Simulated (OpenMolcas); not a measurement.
Rh2+: effect of the basis set

```
Program             : OpenMolcas 26.06
Method              : CASSCF
Active space        : 7 electrons in 10 orbitals (4d 5d)
State averaging     : 2S+1 = 4 even, 10 roots; 2S+1 = 2 even, 40 roots
Spin-orbit coupling : state interaction with AMFI integrals over the reference wave functions, term energies averaged over their components
```

A. ANO-R2 [7s5p4d2f1g], X2C, finite nucleus; cost about 2.3 core-minutes
B. ANO-RCC-VTZP [7s6p4d2f1g], DKH2, point nucleus; cost about 70 core-seconds
C. ANO-RCC-VQZP [8s7p5d3f2g1h], DKH2, point nucleus; cost about 110 core-seconds

Energies in cm⁻¹ above 4d⁷ ⁴F_9/2, the measured ground level; measured values from the list in Shadmi, J. Res. Natl. Bur. Stand. 70A, 435 (1966).

```
               Level      A      B      C  Measured
          4d⁷ ⁴F_9/2    0.0    0.0    0.0       0.0
          4d⁷ ⁴F_7/2   2039   2038   2073      2148
          4d⁷ ⁴F_5/2   3372   3372   3424      3486
          4d⁷ ⁴F_3/2   4226   4227   4288      4322
          4d⁷ ⁴P_5/2  14505  14531  14513     11062
          4d⁷ ⁴P_3/2  14571  14599  14564     10997
          4d⁷ ²G_9/2  15290  15316  15271          
          4d⁷ ⁴P_1/2  15905  15931  15931          
          4d⁷ ²G_7/2  17355  17377  17370          
   4d⁷ ²P_3/2 [56 %]  19984  20017  19981          
         4d⁷ ²H_11/2  20199  20232  20187          
       4d⁷ ²D_5/2(1)  22080  22117  22067          
          4d⁷ ²P_1/2  22187  22215  22211          
          4d⁷ ²H_9/2  22221  22250  22249          
4d⁷ ²D_3/2(1) [70 %]  25624  25653  25675          
          4d⁷ ²F_5/2  33480  33540  33459          
          4d⁷ ²F_7/2  34510  34567  34507          
       4d⁷ ²D_3/2(2)  51964  52064  51910          
       4d⁷ ²D_5/2(2)  53141  53234  53102
```

Deviations, from unrounded energies. A percentage is the sum of absolute deviations over the sum of measured energies, with the sign that they share, or ± where signs differ.

```json
{"Against measurement": "mean absolute deviation (cm-1)", "Levels": "5", "A": "1500", "B": "1500", "C": "1400"}
{"Against measurement": "fine structure of the ground term (%)", "Levels": "3", "A": "-3.2", "B": "-3.2", "C": "-1.7"}
{"Against measurement": "other terms of the ground configuration (%)", "Levels": "2", "A": "+31.8", "B": "+32.1", "C": "+31.8"}
```

A, B, C lie about equally close to measurement. The largest miss of C in the table is 4d⁷ ⁴P_3/2, by +3600 cm-1. The ranking rests on the paired levels alone, and a cruder setting can come out closer through cancelling errors.

Among A to C the level of the table that moves most is 4d⁷ ²D_3/2(2), by 150 cm-1 (lowest in C, highest in B).

Without dynamic correlation excited terms often stand tens of per cent too high (terms of higher spin than the ground term too low), and those without a measured partner can miss by more than the paired ones. Active for correlation alone: 5d; no level in the range computed is led by a configuration that fills it, so any true level of that kind is missing. Computed and measured levels are paired by configuration, term and J; levels that our copy of the source lacks, or whose pairing is in doubt (as where it misses far off the trend of its configuration), stay unpaired and out of the deviations. Levels of configurations outside the active space are missing.

A share in square brackets marks a mixed level and gives the weight of the term that names it, the lowest over the columns. A number in round brackets counts repeated terms of one configuration in the order of the reference energies.
